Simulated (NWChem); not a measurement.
System: CClF, singlet; SMILES Cl[C]F

The following NWChem deck was run.

```
start job
memory heap 200 mb stack 900 mb global 1100 mb
geometry units angstroms noautosym nocenter noautoz
  F     -0.260633     1.463754     0.000000
  C      0.690215     0.577974     0.000000
  Cl    -0.128102    -1.013010     0.000000
end
basis spherical
  F library def2-svpd
  C library def2-svpd
  Cl library def2-svpd
end
dft
  xc pbe0
  iterations 150
end
property
  response 1 0.0
end
task dft property
```

Low-valent species are run as closed-shell singlets; no triplet was tried in these runs. The geometry was optimised at B3LYP/6-31G* (spherical d).

Static field.

Question: Give the results of this calculation. (PBE0/def2-SVPD.) Quantities: basis functions; isotropic polarisability (bohr³); anisotropy (bohr³).

Answer: 
| Item | Value |
|---|---|
| number of basis functions | 70 |
| isotropic polarisability (bohr³) | 30.0 |
| anisotropy (bohr³) | 16.8 |
